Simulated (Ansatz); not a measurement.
Stepwise reaction of `[OH][In]([F])[F]` with water, as a gas-phase model of exchange steps in deposition or etching. ΔE in kJ/mol; ΔG adds harmonic PBE0-D4 terms to CCSD(T)/CBS, at 1 bar.

Gas-phase electronic energies from Ansatz, PBE0-D4/def2-TZVP geometries. CCSD(T)/CBS is the MP2 limit (def2-TZVPP, def2-QZVPP) plus CCSD(T) − MP2 in def2-TZVPP, frozen cores. This one scheme is used for every species. DFT in def2-TZVPP. B3LYP here is the variant with VWN-RPA as its local correlation; programs differ in this. Elements past krypton have def2 core potentials. For In outer-core shells are correlated without core-valence functions, which leaves a few kJ/mol of doubt a bond. Each species was taken in one conformer, which may not be the lowest.

```
step                                              reaction  PBE-D4  B3LYP-D4  ωB97M-V  CCSD(T)/CBS  ΔG(500 K)
   1  `[OH][In]([F])[F]` + H₂O → `[OH][In]([OH])[F]` + H–F    23.7      25.5     25.6         20.0       22.0
```

Q: Give the row of step 2, `[OH][In]([OH])[F]` + H₂O → `[OH][In]([OH])[OH]` + H–F. (An estimate is asked.)

A: Ansatz gave: 
```json
{"step": "2", "reaction": "`[OH][In]([OH])[F]` + H₂O → `[OH][In]([OH])[OH]` + H–F", "PBE-D4": "29.5", "B3LYP-D4": "31.1", "ωB97M-V": "30.4", "CCSD(T)/CBS": "24.8", "ΔG(500 K)": "31.1"}
```

Q: By hand: ΔE of the 2 steps together at CCSD(T)/CBS.

A: (20.0) + (24.8) = 44.8 kJ/mol, or 22.4 kJ/mol a step.

In ΔE the steps differ by no more than 4.8 kJ/mol. All are uphill at CCSD(T)/CBS. ΔG lies between 22.0 and 31.1 kJ/mol a step. PBE-D4 differs from CCSD(T)/CBS by 3.7 to 4.7 kJ/mol a step. Isolated molecules leave out the surface, adducts and barriers. Largest T1 diagnostic: 0.018.
